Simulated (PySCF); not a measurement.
# IF5: computed shieldings and shifts

IF5, F5I, point group C4v.

Bonds: I1-F2 1.877 Å, I1-F3 1.919 Å, I1-F4 1.919 Å, I1-F5 1.919 Å, I1-F6 1.919 Å.

GIAO calculations in PySCF 2.14.0 with density-fitted response routines on the PBE0-D3(BJ)/def2-SVP structure: isolated species, scalar relativity only through the core potential, equivalent atoms averaged; basis pcSseg-1 (def2-TZVP on I).

(1) Give the isotropic shieldings (ppm) with KT2, PBE0.

(2) And the chemical shifts, against references computed in the same way?

(3) Which part of the shielding of F2 depends on the functional?

Answers

(1) 
| atoms | environment | KT2 | PBE0 |
| --- | --- | --- | --- |
| F2 | fluorine bonded to I | -18.0 | 11.6 |
| F3/F4/F5/F6 | fluorine bonded to I | 59.8 | 93.8 |
| HOMO–LUMO gap (eV) | – | 5.03 | 7.43 |

(2) 
| atoms | nucleus, reference | KT2 | PBE0 |
| --- | --- | --- | --- |
| F2 | $^{19}$F, CFCl3 | 156.5 | 165.7 |
| F3/F4/F5/F6 | $^{19}$F, CFCl3 | 78.8 | 83.5 |

(3) Diamagnetic: KT2 474, PBE0 472 ppm; paramagnetic: KT2 -492, PBE0 -460 ppm. The diamagnetic part, set mainly by inner electrons, hardly moves; the paramagnetic part goes with low-lying magnetically allowed excitations and carries the spread.

I is described by an effective core potential, so it has no shielding of its own here; spin–orbit effects on the atoms bonded to it, which can be large, are absent, and the values of these neighbours are rough. Unscaled 19F shifts against computed CFCl3 carry errors that often reach 10 to 50 ppm.
